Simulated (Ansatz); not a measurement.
Steps of a relaxation of `[AlH2][O][SiH2][SiH3]` with RKS PBE0-D4/def2-TZVP.

```sh
$ ansatz run in.yaml --threads 4 --pin off --events-out ev --progress --plain --max-ram 10444MiB
```

```yaml
crystal:
  periodic: [false, false, false]
  atoms:
    - {symbol: Al, position_ang: [-1.089287, 2.449544, 0.362686]}
    - {symbol: O, position_ang: [-0.124756, 1.164216, -0.237245]}
    - {symbol: Si, position_ang: [0.888847, -0.069970, -0.717004]}
    - {symbol: Si, position_ang: [0.182363, -2.073157, 0.302321]}
    - {symbol: H, position_ang: [-0.532772, 3.280469, 1.603886]}
    - {symbol: H, position_ang: [-2.482432, 2.722853, -0.360724]}
    - {symbol: H, position_ang: [0.854629, -0.215456, -2.218305]}
    - {symbol: H, position_ang: [2.314829, 0.232887, -0.325171]}
    - {symbol: H, position_ang: [-1.233149, -2.392370, -0.102735]}
    - {symbol: H, position_ang: [1.066490, -3.228661, -0.088703]}
    - {symbol: H, position_ang: [0.220538, -1.927155, 1.801794]}
basis:
  gaussian: {orbitals: def2-TZVP}
hamiltonian: {xc: pbe0, dispersion: d4}
relax: {f_tol: 0.005, max_steps: 150}
```

Positions (Å) and forces (eV/Å) along the path, 7 of 7 steps:

```xyz
11
step=1 energy=-24504.8255 eV
Al   -1.089    2.450    0.363    0.413   -0.543   -0.250
O    -0.125    1.164   -0.237    0.283   -0.245   -0.080
Si    0.889   -0.070   -0.717   -0.513    0.766    0.206
Si    0.182   -2.073    0.302   -0.058   -0.129    0.087
H    -0.533    3.280    1.604   -0.078   -0.104   -0.164
H    -2.482    2.723   -0.361    0.183   -0.031    0.099
H     0.855   -0.215   -2.218   -0.008    0.065    0.321
H     2.315    0.233   -0.325   -0.321   -0.033   -0.077
H    -1.233   -2.392   -0.103    0.286    0.057    0.084
H     1.066   -3.229   -0.089   -0.176    0.240    0.074
H     0.221   -1.927    1.802   -0.010   -0.041   -0.301
11
step=2 energy=-24504.8728 eV
Al   -1.073    2.433    0.353    0.266   -0.379   -0.162
O    -0.121    1.156   -0.239    0.133   -0.128   -0.023
Si    0.877   -0.070   -0.709   -0.356    0.566    0.146
Si    0.180   -2.064    0.304   -0.019   -0.081    0.028
H    -0.526    3.258    1.586   -0.004   -0.006   -0.021
H    -2.457    2.706   -0.359    0.021    0.003    0.007
H     0.843   -0.199   -2.197   -0.002   -0.014    0.073
H     2.286    0.242   -0.321   -0.064   -0.029   -0.011
H    -1.221   -2.387   -0.098    0.064    0.014    0.019
H     1.061   -3.203   -0.089   -0.039    0.058    0.016
H     0.217   -1.929    1.791   -0.001   -0.003   -0.071
11
step=3 energy=-24504.8855 eV
Al   -1.065    2.417    0.350    0.004    0.018   -0.012
O    -0.121    1.155   -0.237    0.023   -0.027   -0.003
Si    0.865   -0.056   -0.700   -0.044   -0.001    0.008
Si    0.180   -2.061    0.300    0.002    0.021    0.009
H    -0.514    3.248    1.574    0.002    0.005    0.015
H    -2.442    2.697   -0.366   -0.016    0.001   -0.001
H     0.826   -0.200   -2.182    0.022    0.011   -0.020
H     2.270    0.246   -0.307    0.018    0.005   -0.011
H    -1.216   -2.387   -0.099   -0.017   -0.012   -0.001
H     1.063   -3.192   -0.095    0.012   -0.003   -0.008
H     0.219   -1.925    1.782   -0.006   -0.017    0.025
11
step=4 energy=-24504.8861 eV
Al   -1.062    2.424    0.347    0.008   -0.006   -0.006
O    -0.125    1.151   -0.230   -0.022    0.031    0.007
Si    0.859   -0.057   -0.699    0.028    0.000    0.001
Si    0.180   -2.064    0.304   -0.002   -0.007   -0.008
H    -0.509    3.258    1.568    0.000    0.000    0.000
H    -2.442    2.703   -0.367   -0.001    0.000    0.000
H     0.827   -0.191   -2.183   -0.003   -0.007    0.010
H     2.268    0.247   -0.311   -0.010   -0.008   -0.004
H    -1.214   -2.400   -0.100   -0.002   -0.006    0.002
H     1.072   -3.187   -0.096    0.002    0.002   -0.001
H     0.213   -1.940    1.788    0.002    0.000   -0.001
11
step=5 energy=-24504.8863 eV
Al   -1.061    2.433    0.345   -0.005    0.005    0.003
O    -0.127    1.156   -0.228    0.005   -0.012   -0.001
Si    0.854   -0.056   -0.693    0.006    0.007   -0.005
Si    0.180   -2.069    0.303   -0.006   -0.005    0.005
H    -0.507    3.270    1.564    0.000    0.002   -0.001
H    -2.441    2.711   -0.370    0.000    0.001    0.000
H     0.821   -0.194   -2.177   -0.002   -0.002    0.001
H     2.263    0.244   -0.307   -0.001   -0.002    0.002
H    -1.212   -2.414   -0.101    0.000    0.000    0.001
H     1.079   -3.185   -0.103    0.003    0.006   -0.004
H     0.216   -1.952    1.787   -0.001    0.000   -0.001
11
step=6 energy=-24504.8863 eV
Al   -1.061    2.437    0.344    0.000    0.009   -0.002
O    -0.129    1.157   -0.224    0.008   -0.012   -0.003
Si    0.851   -0.057   -0.690   -0.016    0.001    0.007
Si    0.179   -2.072    0.303    0.004    0.001   -0.001
H    -0.504    3.279    1.559   -0.001   -0.001    0.000
H    -2.440    2.717   -0.372    0.000   -0.001    0.002
H     0.817   -0.196   -2.173    0.002    0.003    0.000
H     2.260    0.240   -0.302    0.001    0.001   -0.001
H    -1.211   -2.424   -0.101    0.005    0.002    0.000
H     1.088   -3.177   -0.111   -0.005   -0.001    0.003
H     0.216   -1.962    1.788    0.001   -0.001   -0.005
11
step=7 energy=-24504.8863 eV
Al   -1.061    2.439    0.343   -0.001    0.002    0.001
O    -0.129    1.157   -0.224    0.000   -0.005    0.001
Si    0.850   -0.057   -0.689    0.002    0.001    0.000
Si    0.180   -2.073    0.303   -0.002    0.000   -0.001
H    -0.504    3.280    1.558    0.000    0.000   -0.002
H    -2.440    2.718   -0.372    0.001    0.000    0.000
H     0.817   -0.195   -2.173   -0.001    0.000    0.001
H     2.259    0.240   -0.302   -0.001    0.001    0.000
H    -1.210   -2.425   -0.101    0.003    0.000    0.001
H     1.088   -3.179   -0.111   -0.003    0.002    0.001
H     0.216   -1.963    1.788    0.000    0.000   -0.004
```

Run time 26 s (4 threads of an Arm Neoverse V1 on a shared host); peak host memory 0.47 GiB.
